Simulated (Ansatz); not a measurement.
**Nudged elastic band run: CH₃FSSi**

The input (input.yaml):

```yaml
crystal:
  periodic: [false, false, false]
  atoms:
    - { symbol: F, position_ang: [-1.060167, -2.373644, 0.2377] }
    - { symbol: Si, position_ang: [-0.826805, -0.794749, -0.01935] }
    - { symbol: C, position_ang: [0.614665, 0.037186, 0.341733] }
    - { symbol: S, position_ang: [0.536768, 1.795133, 0.17696] }
    - { symbol: H, position_ang: [-2.071337, -0.189164, -0.526559] }
    - { symbol: H, position_ang: [1.523043, -0.429645, 0.73535] }
    - { symbol: H, position_ang: [1.283833, 1.954884, -0.945833] }
basis:
  gaussian: { orbitals: def2-SVP }
hamiltonian:
  xc: pbe0
  dispersion: d4
neb:
  order_check: false
  images: 6
  f_tol: 0.05
  max_iterations: 60
  climbing: false
  final_atoms:
    - { symbol: F, position_ang: [-1.18549489, -2.24402882, 0.61361192] }
    - { symbol: Si, position_ang: [-0.83717875, -0.7835427, 0.01409332] }
    - { symbol: C, position_ang: [0.69772698, -0.04959223, 0.0941443] }
    - { symbol: S, position_ang: [0.86765183, 1.44646648, -0.83206459] }
    - { symbol: H, position_ang: [-2.02189233, -0.23662888, -0.67175339] }
    - { symbol: H, position_ang: [1.57086591, -0.47777219, 0.59630065] }
    - { symbol: H, position_ang: [0.90832125, 2.34509935, 0.18566879] }
  initial_path:
    images:
      - { positions_ang: [[-1.060167, -2.373644, 0.2377], [-0.826805, -0.794749, -0.01935], [0.614665, 0.037186, 0.341733], [0.536768, 1.795133, 0.17696], [-2.071337, -0.189164, -0.526559], [1.523043, -0.429645, 0.73535], [1.283833, 1.954884, -0.945833]] }
      - { positions_ang: [[-1.07050281, -2.33179803, 0.23827802], [-0.81833814, -0.75952642, -0.02857931], [0.66439908, 0.021189, 0.33919028], [0.69930924, 1.78019173, 0.18539843], [-2.04338247, -0.19596508, -0.5879803], [1.51258481, -0.4594827, 0.80510033], [1.05593029, 1.94539251, -0.95140646]] }
      - { positions_ang: [[-1.08083862, -2.28995206, 0.23885604], [-0.80987128, -0.72430384, -0.03780863], [0.71413315, 0.00519199, 0.33664756], [0.86185047, 1.76525045, 0.19383687], [-2.01542793, -0.20276616, -0.64940159], [1.50212662, -0.48932041, 0.87485066], [0.82802759, 1.93590102, -0.95697991]] }
      - { positions_ang: [[-1.09117443, -2.2481061, 0.23943405], [-0.80140442, -0.68908125, -0.04703794], [0.76386723, -0.01080501, 0.33410485], [1.02439171, 1.75030918, 0.2022753], [-1.9874734, -0.20956724, -0.71082289], [1.49166843, -0.51915811, 0.94460099], [0.60012488, 1.92640953, -0.96255337]] }
      - { positions_ang: [[-1.10907842, -2.22958964, 0.29313576], [-0.80288638, -0.68748035, -0.04226033], [0.77573323, -0.0232019, 0.29873503], [1.07166083, 1.70049967, 0.05812893], [-1.98040988, -0.21634793, -0.73156494], [1.49850027, -0.52603342, 0.9247368], [0.54648034, 1.98215458, -0.80091025]] }
      - { positions_ang: [[-1.13455057, -2.2344027, 0.39996115], [-0.81431717, -0.71950114, -0.02347578], [0.74973115, -0.03199868, 0.23053812], [1.00365783, 1.61582194, -0.23860224], [-1.99423736, -0.22310825, -0.71162776], [1.52262215, -0.50994634, 0.81525808], [0.66709398, 2.10313617, -0.47205057]] }
      - { positions_ang: [[-1.16002273, -2.23921576, 0.50678653], [-0.82574796, -0.75152192, -0.00469123], [0.72372907, -0.04079545, 0.16234121], [0.93565483, 1.53114421, -0.53533341], [-2.00806485, -0.22986857, -0.69169057], [1.54674403, -0.49385927, 0.70577936], [0.78770761, 2.22411776, -0.14319089]] }
      - { positions_ang: [[-1.18549489, -2.24402882, 0.61361192], [-0.83717875, -0.7835427, 0.01409332], [0.69772698, -0.04959223, 0.0941443], [0.86765183, 1.44646648, -0.83206459], [-2.02189233, -0.23662888, -0.67175339], [1.57086591, -0.47777219, 0.59630065], [0.90832125, 2.34509935, 0.18566879]] }
```

Run as:

```bash
$ ansatz run input.yaml --threads 1 --pin off --max-ram 2048MiB --backend cpu --events-out ev --progress --plain --runs-dir out
```

Output, in part (warnings, iteration lines, the closing report on the highest movable image, with atoms numbered from 0):

```
NEB end point (image 0): max|allowed force component| = 3.020e-3 eV/Å (the criterion of neb.relax_end_points is 1.000e-2)
NEB end point (image 7): max|allowed force component| = 7.640e-3 eV/Å (the criterion of neb.relax_end_points is 1.000e-2)
NEB iter   1: max|band force component| = 1.434e2 eV/Å  barrier→ = 32.6194 eV  barrier← = 32.6194 eV  Δτ_max = 0.1944 Å  (210 SCF iters)
NEB iter   2: max|band force component| = 9.607e1 eV/Å  barrier→ = 21.3665 eV  barrier← = 21.3665 eV  Δτ_max = 0.1936 Å  (187 SCF iters)
NEB iter   3: max|band force component| = 4.293e1 eV/Å  barrier→ = 8.9460 eV  barrier← = 8.9460 eV  Δτ_max = 0.1938 Å  (188 SCF iters)
NEB iter   4: max|band force component| = 2.052e1 eV/Å  barrier→ = 4.0442 eV  barrier← = 4.0442 eV  Δτ_max = 0.1971 Å  (183 SCF iters)
NEB iter   5: max|band force component| = 8.336e0 eV/Å  barrier→ = 1.4102 eV  barrier← = 1.4102 eV  Δτ_max = 0.1915 Å  (182 SCF iters)
NEB iter   6: max|band force component| = 3.835e0 eV/Å  barrier→ = 0.5797 eV  barrier← = 0.5796 eV  Δτ_max = 0.1983 Å  (179 SCF iters)
NEB iter   7: max|band force component| = 1.678e0 eV/Å  barrier→ = 0.2237 eV  barrier← = 0.2237 eV  Δτ_max = 0.1009 Å  (178 SCF iters)
NEB iter   8: max|band force component| = 1.018e0 eV/Å  barrier→ = 0.2146 eV  barrier← = 0.2146 eV  Δτ_max = 0.0543 Å  (171 SCF iters)
NEB iter   9: max|band force component| = 5.911e-1 eV/Å  barrier→ = 0.1618 eV  barrier← = 0.1618 eV  Δτ_max = 0.1218 Å  (173 SCF iters)
NEB iter  10: max|band force component| = 5.426e-1 eV/Å  barrier→ = 0.1471 eV  barrier← = 0.1471 eV  Δτ_max = 0.0670 Å  (175 SCF iters)
NEB iter  11: max|band force component| = 1.943e-1 eV/Å  barrier→ = 0.1304 eV  barrier← = 0.1303 eV  Δτ_max = 0.0112 Å  (172 SCF iters)
NEB iter  12: max|band force component| = 7.079e-2 eV/Å  barrier→ = 0.1303 eV  barrier← = 0.1303 eV  Δτ_max = 0.0089 Å  (138 SCF iters)
NEB iter  13: max|band force component| = 1.729e-2 eV/Å  barrier→ = 0.1303 eV  barrier← = 0.1303 eV  Δτ_max = 0.0000 Å  (301 SCF iters)
Total energy: -22495.57508160 eV, -826.6971362003 hartree
Atom 0 at    -1.147032    -2.211031     0.474893 Å, force     0.000314     0.001241     0.000947 eV/Å
Atom 1 at    -0.734674    -0.768992    -0.134835 Å, force    -0.000264    -0.000327    -0.000810 eV/Å
Atom 2 at     0.717631     0.006947     0.317487 Å, force     0.006474     0.002158    -0.004807 eV/Å
Atom 3 at     1.376283     1.568204    -0.141924 Å, force    -0.000472    -0.005305     0.000693 eV/Å
Atom 4 at    -1.874791    -0.177190    -0.860021 Å, force    -0.000441    -0.000136    -0.000280 eV/Å
Atom 5 at     1.424144    -0.566398     0.928896 Å, force    -0.005323     0.006243    -0.000542 eV/Å
Atom 6 at     0.238438     2.148460    -0.584494 Å, force    -0.000288    -0.003873     0.004800 eV/Å
Dipole moment:    -0.245085     0.129481    -0.162428 e Å
```

The forces met the threshold. No image climbed, so the highest image needn't sit at the top of the path.

Final band (atoms are numbered from 1 in the order of the input):

```
image  path coordinate (Å)  energy (kcal/mol)  dihedral H6–C3–S4–H7 (°)
    0                 0.00                0.0                        77
    1                 0.48                1.2                       104
    2                 0.96                2.8                       136
    3                 1.45                3.0                       167
    4                 1.93                3.0                      -167
    5                 2.41                2.8                      -136
    6                 2.89                1.2                      -104
    7                 3.37                0.0                       -77
```

Time of the run: 3.6 min on 1 thread of Arm Neoverse V2 (shared host), peak memory 0.15 GiB.
